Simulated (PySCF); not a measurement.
H₂MoO₄, charge +1, quartet, at a GFN2-xTB geometry of the parent state (such geometries of metal compounds can be far from the true shape) (a state made from the parent by changing its charge; the spin is typed, not shown lowest) (core potentials on Mo).

Input for PySCF:
```python
from pyscf import gto, scf, dft

mol = gto.M(
    atom='''
Mo    0.04556687    0.00083011    0.00560237
O     1.10220482    0.78882640   -0.97552653
O     0.86074293   -0.75306665    1.21686762
O    -0.81590576   -1.20963679   -0.94058850
H    -1.09733612   -1.94764307   -1.49061800
O    -1.06225200    1.17542170    0.70967220
H    -1.49479228    1.90042130    1.17192022
''',
    basis='def2-svp',
    ecp={'Mo': 'def2-svp'},
    charge=1,
    spin=3,
    verbose=4,
)

mf = dft.UKS(mol)
mf.xc = 'b3lyp'
mf = mf.density_fit(auxbasis='def2-universal-jkfit')
mf.kernel()
```

**Question.** What does this run give for the Mulliken (on the basis functions themselves) charges in atom order, total energy, nuclear repulsion energy, number of basis functions, <S^2>, HOMO energy?

**Answer.** 
```json
{
  "Mulliken (on the basis functions themselves) charges in atom order": "Mo1 1.24, O2 -0.11, O3 -0.11, O4 -0.29, H5 0.28, O6 -0.29, H7 0.28",
  "total_energy": "-369.623318 Ha",
  "nuclear_repulsion_energy": "233.9210 Eh",
  "number_of_basis_functions": "97",
  "<S^2>": "3.786",
  "HOMO energy": "-10.02 eV"
}
```

These values belong to the state on which the SCF converged, which isn't shown to be the lowest.
